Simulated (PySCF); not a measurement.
## Magnetic susceptibility: SMILES [CH]1=C[O][GaH2-]1, [C2H4GaO]-, charge -1

Geometry (Å), atoms numbered from 1 in this order:
```xyz
8

C     0.4838   -1.4651   -0.1654
C    -0.0555   -0.2206   -0.2060
Ga   -1.8318   -1.1318   -0.2323
O    -0.3533   -2.4988   -0.1649
H     1.5694   -1.7166   -0.1314
H     0.5315    0.7024   -0.2098
H    -2.6932   -1.2827   -1.5885
H    -2.7647   -1.2212    1.0813
```

Total charge -1.

Method used: GIAO B3LYP/6-31G* magnetisability, rotational g tensor and spin-rotation constants, non-relativistic, gas phase (PySCF). Geometry: PBE0-D3(BJ)/def2-SVP.

The calculation is non-relativistic, which matters for the atoms heavier than Zn. For an ion the centre-of-mass motion in the field is neglected. The highest occupied orbital is unbound at this level, so the values depend on the basis.

**Question.** What are the magnetisability and the molar susceptibility?

**Answer.** Isotropic -759 × 10⁻³⁰ J/T², or -45.7 × 10⁻⁶ cm³/mol; principal values -844, -725, -708 × 10⁻³⁰ J/T², anisotropy 128 × 10⁻³⁰ J/T² (root of half the summed squared differences of the principal values). The susceptibility is in cgs units.

**Question.** Split it along the inertial axes a, b, c into diamagnetic and paramagnetic parts about the centre of mass, with the quadrupole moment.

**Answer.** 
| axis | χ (10⁻⁶ cm³/mol) | diamagnetic (10⁻⁶ cm³/mol) | paramagnetic (10⁻⁶ cm³/mol) | summed x² of all electrons (Å²) | quadrupole Θ (D Å) |
| --- | --- | --- | --- | --- | --- |
| a | -43.7 | -189.9 | 146.2 | 67.7 | -2.04 |
| b | -49.8 | -340.1 | 290.3 | 32.3 | +0.81 |
| c | -43.7 | -423.9 | 380.2 | 12.5 | +1.23 |

Anisotropies 2χaa − χbb − χcc = +6.1 and 2χbb − χaa − χcc = -12.2 × 10⁻⁶ cm³/mol. Θ is traceless in Buckingham's convention.

**Question.** And the rotational g tensor?

**Answer.** 
| axis | rotational constant (GHz) | g | nuclear part | electronic part |
| --- | --- | --- | --- | --- |
| a | 11.1811 | -0.1699 | 0.5982 | -0.7681 |
| b | 4.6258 | -0.0607 | 0.5701 | -0.6309 |
| c | 3.4319 | -0.0553 | 0.5578 | -0.6130 |

Asymmetric top; isotopes 12C, 69Ga, 1H, 16O; no vibrational averaging.
